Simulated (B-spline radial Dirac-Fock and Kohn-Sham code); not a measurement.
Binding energies of Sn⁴⁺ in different valence configurations

Method: multi-electron Dirac-Fock with separately optimised hole states, Breit and Lamb-shift corrections added in first order. Computed with a radial finite-basis atomic code. The model has no electron correlation.

Reference: the tabulated ground configuration [Kr] 4d10, with 2s 4525.1 eV, 2p3/2 3983.4 eV, 3s 940.7 eV, 3p1/2 813.0 eV, 3d3/2 546.9 eV, 4p3/2 147.0 eV, Kα1 25270.0 eV, Kβ1 28482.9 eV.

Shifts from the reference in eV.

```csv
configuration,average energy,2s,2p3/2,3s,3p1/2,3d3/2,4p3/2,Kα1,Kβ1
[Kr] 4d9 5p1,+33.42,+10.00,+9.98,+9.65,+9.67,+9.64,+7.09,-0.44,-0.10
[Kr] 4d9 5s1,+23.31,+8.72,+8.67,+8.34,+8.32,+8.30,+5.78,-0.48,-0.11
```
